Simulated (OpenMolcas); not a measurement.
**Lines of C⁺: computed and rescaled rates**

* Program: OpenMolcas
* Method: MS-CASPT2, IPEA 0.25 Eh, imaginary shift 0.1 Eh (closed shells correlated: 1s)
* Basis: ANO-R3 [4s4p2d1f]
* Scalar Hamiltonian: X2C, finite nucleus
* Active space: 3 electrons in 4 orbitals (2s 2p)
* State averaging: 2S+1 = 4 odd, 1 root; 2S+1 = 2 odd, 11 roots; 2S+1 = 4 even, 3 roots; 2S+1 = 2 even, 9 roots
* Spin-orbit coupling: state interaction with AMFI integrals over the reference wave functions, term energies averaged over their components

Rates come from the transition moments of the reference wave functions (E1 and E2 in the length form). At fixed line strength A goes as λ^-3 for E1 and M1 and as λ^-5 for E2, so a rate at the computed wavelength can be rescaled to the measured one. Measured vacuum wavelengths follow from level energies in NIST Handbook of Basic Atomic Spectroscopic Data. Branching counts decays inside the model space alone, at computed energies, and the table is only a selection of the E1 lines, drawn from those between levels with measured partners whose computed energy lies within a factor of 1.5 of the measured one.

```csv
Upper,Lower,Type,λ computed (nm),λ measured (nm),A computed (s-1),A rescaled (s-1),Branching %
2s 2p2 2P 3/2,2s2 2p 2P* 3/2,E1,88.4,90.41,3.73e+09,3.49e+09,83.3
2s 2p2 2P 1/2,2s2 2p 2P* 1/2,E1,88.39,90.4,2.98e+09,2.79e+09,66.5
2p3 4S* 3/2,2s 2p2 4P 5/2,E1,100.6,101,2.05e+09,2.03e+09,50.0
2p3 2P* 1/2,2s 2p2 2D 3/2,E1,101.1,106.6,1.89e+09,1.61e+09,63.1
2p3 2P* 3/2,2s 2p2 2D 5/2,E1,101.1,106.6,1.69e+09,1.44e+09,56.7
2s 2p2 2P 1/2,2s2 2p 2P* 3/2,E1,88.43,90.45,1.50e+09,1.40e+09,33.5
2s 2p2 2S 1/2,2s2 2p 2P* 3/2,E1,102.6,103.7,1.44e+09,1.39e+09,66.4
2p3 4S* 3/2,2s 2p2 4P 3/2,E1,100.5,101,1.37e+09,1.35e+09,33.3
2p3 2D* 5/2,2s 2p2 2D 5/2,E1,128.8,132.4,9.61e+08,8.85e+08,82.3
2p3 2D* 3/2,2s 2p2 2D 3/2,E1,128.8,132.4,9.25e+08,8.52e+08,79.2
2s 2p2 2P 3/2,2s2 2p 2P* 1/2,E1,88.36,90.36,7.46e+08,6.98e+08,16.7
2s 2p2 2S 1/2,2s2 2p 2P* 1/2,E1,102.5,103.6,7.29e+08,7.06e+08,33.6
2p3 4S* 3/2,2s 2p2 4P 1/2,E1,100.5,101,6.86e+08,6.76e+08,16.7
2p3 2P* 3/2,2s 2p2 2P 3/2,E1,164,172.2,6.64e+08,5.74e+08,22.2
2p3 2P* 1/2,2s 2p2 2P 1/2,E1,163.9,172.1,5.32e+08,4.60e+08,17.8
2s 2p2 2D 5/2,2s2 2p 2P* 3/2,E1,132.9,133.6,4.39e+08,4.32e+08,100.0
2s 2p2 2D 3/2,2s2 2p 2P* 1/2,E1,132.8,133.5,3.67e+08,3.61e+08,83.4
2p3 2P* 3/2,2s 2p2 2S 1/2,E1,130.5,138.4,3.10e+08,2.60e+08,10.4
2p3 2D* 5/2,2s 2p2 2P 3/2,E1,251.7,251.3,1.38e+08,1.39e+08,11.8
2s 2p2 2D 3/2,2s2 2p 2P* 3/2,E1,132.9,133.6,7.28e+07,7.17e+07,16.6
2s 2p2 4P 1/2,2s2 2p 2P* 3/2,E1,240.9,232.9,6.70e+01,,52.3
2s 2p2 4P 1/2,2s2 2p 2P* 1/2,E1,240.6,232.5,6.11e+01,,47.7
2s 2p2 4P 5/2,2s2 2p 2P* 3/2,E1,240.6,232.6,4.49e+01,,100.0
2s 2p2 4P 3/2,2s2 2p 2P* 3/2,E1,240.8,232.8,1.21e+01,,85.5
2s 2p2 4P 3/2,2s2 2p 2P* 1/2,E1,240.5,232.4,2.05e+00,,14.5
```

Spin-changing lines and M1 lines between different terms are not rescaled, since their strength hangs on the term gaps too.

The largest correction is for 2p3 2P* 3/2 → 2s 2p2 2S 1/2 (E1): 3.10e+08 × (130.5 / 138.4)^3 = 2.60e+08 s-1, a factor of 0.84.

The computed rate and branching of 2s 2p2 2D 5/2 → 2s2 2p 2P* 3/2 give the upper level a radiative lifetime of 1.000 / 4.39e+08 s-1 = 2.28e-09 s, counting decays inside the model space alone. The rescaled rate gives about 2.3e-09 s.

The computed order of these levels differs from the measured one in 2 places, and where term gaps are wrong the rates of spin-changing lines can be off by large factors.

No measured rate stands beside these. Rescaling mends the energy factor alone: line strengths can still be far off where a level mixes with configurations outside the active space, and weak or spin-changing lines hang on small mixing coefficients that depend on the term gaps too, so rescaling need not improve them.

CASPT2 breaks the degeneracy within a term, and the mean is taken; among the terms shown or strongly mixed into the levels shown the widest spread is 570 cm-1 (2p3 2D*). Measured partners are found by configuration, term and J. A level has none where our copy of the source lacks it or the pairing is in doubt (some pairs that miss far off the trend of their configuration count as doubtful). Only configurations of the active space appear.

* marks odd parity.
